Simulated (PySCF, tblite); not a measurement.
**Question.** Give a GFN2-xTB geometry of `N#Cc1pc(F)cs1`.

**Answer.** 
```xyz
9
C4HFNPS angstrom
N      3.5900    0.0799    0.2860
C      2.4455    0.0365    0.2068
C      1.0541   -0.0269    0.1180
P      0.1137   -1.2555    0.8870
C     -1.3802   -0.5462    0.2474
F     -2.5649   -1.1109    0.5287
C     -1.3184    0.5681   -0.5269
S      0.2409    1.1936   -0.8141
H     -2.1671    1.0674   -0.9582
```

Orientation and origin are arbitrary. Atoms count from 1 in this order. The 2 C–S bonds span 1.704 Å (C7–S8, aromatic) to 1.738 Å (C3–S8, aromatic), a spread of 0.034 Å. The C–P distances run from 1.728 Å (C3–P4, aromatic) to 1.773 Å (P4–C5, aromatic), a spread of 0.045 Å. The 5-membered ring C3–P4–C5–C7–S8 has internal angles of 90.8° to 119.7° (sum 540°, against 540° for a flat polygon); it is planar, 0.00 Å rms from its mean plane, widest ring torsion 0°. The 2 C–C bonds span 1.358 Å (C5–C7, aromatic) to 1.396 Å (C2–C3, drawn single), a spread of 0.038 Å.

Bonds between heavy atoms (Å): N1≡C2 1.148, C2–C3 1.396, C3–P4 1.728, P4–C5 1.773, C5–F6 1.342, C5–C7 1.358, C7–S8 1.704, C3–S8 1.738.

The geometry is computed with GFN2-xTB (gas phase).

Point group: Cs (every atom within 0.08 Å of its image). Its GFN2-xTB frequencies are all real (lowest 96 cm⁻¹).
